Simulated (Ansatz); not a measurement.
The cluster PbO2. Total charge 0; singlet. Geometry r2SCAN-D4/def2-TZVP, basis def2-TZVP, Ansatz.

```xyz
3

Pb   -0.0002    0.0001   -0.0001
O    -1.1500   -1.4282    0.4244
O     1.1502    1.4281   -0.4243
```

```csv
run,HOMO (eV),LUMO (eV)
A,-8.28,-2.92
B,-6.79,-3.97
C,-9.73,-1.98
D,-7.08,-3.79
```

In the def2 sets Pb takes a core potential; there is no spin–orbit coupling. Another isomer (singlet) lies 0.42 eV lower at PBE0-D4/def2-TZVP; other spin states weren't run for this one.

The runs used CAM-B3LYP, PBE, PBE0, r2SCAN. Estimate which is which.

A PBE0 (25 % exact exchange); B PBE (0 % exact exchange); C CAM-B3LYP (range-separated); D r2SCAN (0 % exact exchange). Exact exchange lowers occupied and raises empty levels; among semilocal functionals meta-GGAs tend to open the gap a little, and such runs are hard to tell apart. The gap grows from 2.82 eV (PBE) to 7.76 eV (CAM-B3LYP). The restricted singlet is unstable towards broken spin symmetry in Hartree–Fock (as tested in another run); at PBE0-D4/def2-TZVP, PBE-D4/def2-TZVP, CAM-B3LYP-D4/def2-TZVP, r2SCAN-D4/def2-TZVP this wasn't settled.
